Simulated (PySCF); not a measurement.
## Calculated data, AlClGeH4N, Cl3Ge, ClGe2H3N, ClGeH

All values are calculated (PySCF 2.14.0). Calculation on a computer-drawn molecule: the log of a Hartree-Fock and frozen-core CCSD(T) single point meant for a local Hartree-Fock minimum, with one planted fault or none, to be diagnosed. Offsets are logged minus clean, where the clean run is the same molecule without the fault. The reference is restricted for singlets and unrestricted otherwise, and also for a bond in bohr or an excited solution. Adding or removing an electron swaps singlet and doublet. The excited solution moves the top pair (singlet) or top alpha electron (doublet) to the lowest empty orbital. Highest occupied and lowest empty are orbital energies over both spins, largest force is the largest gradient component, triples share is (T) over the correlation energy, the T1 limit is 0.02 restricted and 0.045 unrestricted, electrons count all cores, a negative frequency is imaginary (commonest isotopes), and the dipole is about the centre of nuclear charge; on germanium a core potential holds 10 electrons, which the energies leave out, and 3d is frozen in MP2 and coupled-cluster steps.

Common to all runs: meant basis cc-pV(D+d)Z; meant basis and core potential on germanium cc-pVDZ-PP ECP10MDF; logged SCF converged yes; logged CC converged yes; logged SCF stable within its kind yes; possible faults no fault, one electron removed, one electron added, multiplicity raised by two, geometry at a saddle point, SCF held on an excited solution, minimal basis STO-3G, one bond length entered in bohr, all coordinates scaled.

```yaml
- entry: 1
  formula: AlClGeH4N
  logged_structure:
    atoms_angstrom:
      - [Cl, 0.7816, 1.1692, 1.6989]
      - [Al, -0.2015, 0.5221, -0.0834]
      - ["N", -0.3644, 1.7222, -1.3761]
      - [Ge, -1.1281, 1.6032, -3.053]
      - [H, 0.018, 2.6368, -1.188]
      - [H, -0.0859, 1.8913, -4.1393]
      - [H, -1.6561, 0.1741, -3.2014]
      - [H, -2.2812, 2.6035, -3.1907]
  given:
    meant_charge: 0
    meant_multiplicity: 2
    logged_electrons: 72
    logged_basis_functions: 103
    logged_spin_squared: 0.0
    "logged_highest_occupied [eV]": -15.563
    "logged_lowest_empty [eV]": -7.3283
    "logged_largest_force [hartree/bohr]": 0.068907
    logged_T1_diagnostic: 0.017556
    logged_D1_diagnostic: 0.052259
    logged_triples_share: 0.029031
    "logged_dipole_magnitude [debye]": 5.5331
    "logged_energy_HF [hartree]": -1051.37096
    "logged_energy_CCSD(T) [hartree]": -1051.88114
    drawn_bonds_atom: [1, 2, 3, 3, 4, 4, 4]
    drawn_bonds_other_atom: [2, 3, 4, 5, 6, 7, 8]
    drawn_bonds_order: [1, 1, 1, 1, 1, 1, 1]
  results:
    planted_fault: "one electron removed"
    "HF_energy_offset_from_clean_run [kcal/mol]": 187.5
    "CCSD(T)_energy_offset_from_clean_run [kcal/mol]": 185.3
- entry: 2
  formula: Cl3Ge
  logged_structure:
    atoms_angstrom:
      - [Cl, 2.1819, 0.787, 1.6142]
      - [Ge, 1.3135, 0.0744, 3.3218]
      - [Cl, -0.6724, 0.4057, 3.6736]
      - [Cl, 2.4309, -0.9701, 4.6777]
  given:
    meant_charge: 1
    meant_multiplicity: 1
    logged_electrons: 82
    logged_basis_functions: 92
    logged_spin_squared: 0.0
    "logged_highest_occupied [eV]": -18.859
    "logged_lowest_empty [eV]": -5.3685
    "logged_largest_force [hartree/bohr]": 1.7706e-05
    "logged_lowest_frequency [cm^-1]": 157.32
    logged_T1_diagnostic: 0.013682
    logged_D1_diagnostic: 0.052488
    logged_triples_share: 0.029739
    "logged_dipole_magnitude [debye]": 0.00083935
    "logged_energy_HF [hartree]": -1671.69483
    "logged_energy_CCSD(T) [hartree]": -1672.23486
    drawn_bonds_atom: [1, 2, 2]
    drawn_bonds_other_atom: [2, 3, 4]
    drawn_bonds_order: [1, 1, 1]
  results:
    planted_fault: "no fault"
    "HF_energy_offset_from_clean_run [kcal/mol]": 0.0
    "CCSD(T)_energy_offset_from_clean_run [kcal/mol]": 0.0
- entry: 3
  formula: Cl3Ge
  logged_structure:
    atoms_angstrom:
      - [Cl, 2.1819, 0.787, 1.6142]
      - [Ge, 0.541, -0.5597, 4.8411]
      - [Cl, -1.445, -0.2283, 5.1929]
      - [Cl, 1.6583, -1.6042, 6.1969]
  given:
    meant_charge: 1
    meant_multiplicity: 1
    logged_electrons: 82
    logged_basis_functions: 92
    logged_spin_squared: 1.0239
    "logged_highest_occupied [eV]": -16.591
    "logged_lowest_empty [eV]": -7.5578
    "logged_largest_force [hartree/bohr]": 0.014253
    logged_T1_diagnostic: 0.017106
    logged_D1_diagnostic: 0.069837
    logged_triples_share: 0.026784
    "logged_dipole_magnitude [debye]": 1.6831
    "logged_energy_HF [hartree]": -1671.60959
    "logged_energy_CCSD(T) [hartree]": -1672.11697
    drawn_bonds_atom: [1, 2, 2]
    drawn_bonds_other_atom: [2, 3, 4]
    drawn_bonds_order: [1, 1, 1]
  results:
    planted_fault: "one bond length entered in bohr, row 1 of the drawn bonds"
    "HF_energy_offset_from_clean_run [kcal/mol]": 53.49
    "CCSD(T)_energy_offset_from_clean_run [kcal/mol]": 73.98
- entry: 4
  formula: ClGe2H3N
  logged_structure:
    atoms_angstrom:
      - [Cl, 0.6583, 3.1059, -1.0609]
      - [Ge, -0.678, 2.1543, 0.4403]
      - ["N", -2.4019, 1.8695, 0.07]
      - [Ge, -4.0818, 1.7193, -0.564]
      - [H, 0.0325, 1.7661, 1.8216]
      - [H, -5.1413, 2.9023, -0.3023]
      - [H, -4.5255, 0.3751, -1.3299]
  given:
    meant_charge: 1
    meant_multiplicity: 1
    logged_electrons: 90
    logged_basis_functions: 98
    logged_spin_squared: 0.0
    "logged_highest_occupied [eV]": -15.318
    "logged_lowest_empty [eV]": -4.1843
    "logged_largest_force [hartree/bohr]": 0.038423
    logged_T1_diagnostic: 0.025751
    logged_D1_diagnostic: 0.080764
    logged_triples_share: 0.039599
    "logged_dipole_magnitude [debye]": 4.3259
    "logged_energy_HF [hartree]": -1102.16591
    "logged_energy_CCSD(T) [hartree]": -1102.70433
    drawn_bonds_atom: [1, 2, 3, 2, 4, 4]
    drawn_bonds_other_atom: [2, 3, 4, 5, 6, 7]
    drawn_bonds_order: [1, 1, 2, 1, 1, 1]
  results:
    planted_fault: "all coordinates scaled, by +6.6 %"
    "HF_energy_offset_from_clean_run [kcal/mol]": 21.39
    "CCSD(T)_energy_offset_from_clean_run [kcal/mol]": 9.726
  notes: ["T1 above single-reference limit"]
- entry: 5
  formula: ClGeH
  logged_structure:
    atoms_angstrom:
      - [Cl, -2.3243, -1.5506, -4.2375]
      - [Ge, 1.7985, -2.2163, -4.3779]
      - [H, 2.1767, -0.6857, -4.2334]
  given:
    meant_charge: 0
    meant_multiplicity: 1
    logged_electrons: 50
    logged_basis_functions: 51
    logged_spin_squared: 0.9831
    "logged_highest_occupied [eV]": -7.8614
    "logged_lowest_empty [eV]": -0.76509
    "logged_largest_force [hartree/bohr]": 0.0029563
    logged_T1_diagnostic: 0.032905
    logged_D1_diagnostic: 0.1532
    logged_triples_share: 0.014975
    "logged_dipole_magnitude [debye]": 0.55142
    "logged_energy_HF [hartree]": -753.38447
    "logged_energy_CCSD(T) [hartree]": -753.60363
    drawn_bonds_atom: [1, 2]
    drawn_bonds_other_atom: [2, 3]
    drawn_bonds_order: [1, 1]
  results:
    planted_fault: "one bond length entered in bohr, row 1 of the drawn bonds"
    "HF_energy_offset_from_clean_run [kcal/mol]": 62.42
    "CCSD(T)_energy_offset_from_clean_run [kcal/mol]": 81.63
```
